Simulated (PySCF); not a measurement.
Positional isomers: propene boryl. All species are isolated molecules in the gas phase. One relaxed conformer stands for each flexible species; it need not be the lowest. Strings in code marks are SMILES.

The vertical ionisation energy (Delta-SCF) from two functionals at the same geometries (PBE0-D4/def2-TZVP), both in PySCF: PBE-D3(BJ)/def2-TZVP and PBE0-D4/def2-TZVP. Delta-SCF ions had no search for a lower state. 

| species | PBE-D3(BJ)/def2-TZVP (eV) | PBE0-D4/def2-TZVP (eV) |
|---|---|---|
| `B/C=C/C` | 10.15 | 10.13 |
| `B/C=C\C` | 10.10 | 10.07 |
| `BCC=C` | 9.37 | 9.45 |

Over these rows, drawn at random from the members with no instability flagged (it was tested for open shells, ions and some series alone), PBE minus PBE0-D4: mean -0.01 eV, from -0.07 eV to +0.02 eV.
